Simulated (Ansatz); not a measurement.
`[F][Zr]([F])([F])[I]` + `C#CC(C)F` → `C#[C][Zr]([F])([F])[F]` + `CC(F)I` at 400 K and 1 bar (formal exchange of groups at a Zr–I bond).

Gas-phase electronic energies from Ansatz, PBE0-D4/def2-TZVP geometries. CCSD(T)/CBS is the MP2 limit (def2-TZVPP, def2-QZVPP) plus CCSD(T) − MP2 in def2-TZVPP, frozen cores. Elements past krypton have def2 core potentials. For I, Zr outer-core shells are correlated without core-valence functions, which leaves a few kJ/mol of doubt a bond.

```csv
species,CCSD(T)/CBS energy (Eh),H − E (kJ/mol),S (J/(mol·K))
`[F][Zr]([F])([F])[I]`,-644.12135,48.5,392.7
`C#CC(C)F`,-254.93656,229.9,336.3
`C#[C][Zr]([F])([F])[F]`,-423.26659,99.3,404.7
`CC(F)I`,-475.73937,175.6,336.4
```

H − E and S are ideal-gas, rigid-rotor, harmonic terms from PBE0-D4/def2-TZVP, for one conformer and one mirror image of each species. 1 Eh = 2625.50 kJ/mol, R = 8.31446 J/(mol·K).

Task: By hand: ΔE, ΔH, ΔS and ΔG.

Result: ΔE = (-423.26659) + (-475.73937) − (-644.12135) − (-254.93656) = 0.05195 Eh = 136.4 kJ/mol. Δ(H − E) = 99.3 + 175.6 − 48.5 − 229.9 = -3.5, so ΔH = 132.9 kJ/mol. ΔS = 404.7 + 336.4 − 392.7 − 336.3 = 12.1 J/(mol·K). ΔG = 132.9 − 400 × (12.1)/1000 = 128.1 kJ/mol.

Task: By hand: the equilibrium constant, and the temperature at which ΔG would vanish if ΔH and ΔS stayed fixed.

Result: log₁₀ K = −ΔG/(RT ln 10) = -16.7. ΔG = 0 at ΔH/ΔS = 10983 K, far beyond where these terms or the molecules hold.

The number of gas molecules stays the same, so ΔS is small and ΔH decides. A doubt of 5 kJ/mol in ΔE shifts log₁₀ K by 0.7 here. Other conformers and mirror images would add mixing entropy, several J/(mol·K) or more a flexible species. These are equilibria of isolated gas molecules and say nothing of rates. Largest T1 diagnostic: 0.017 (customary marks: 0.02 for closed shells, 0.045 for open ones).
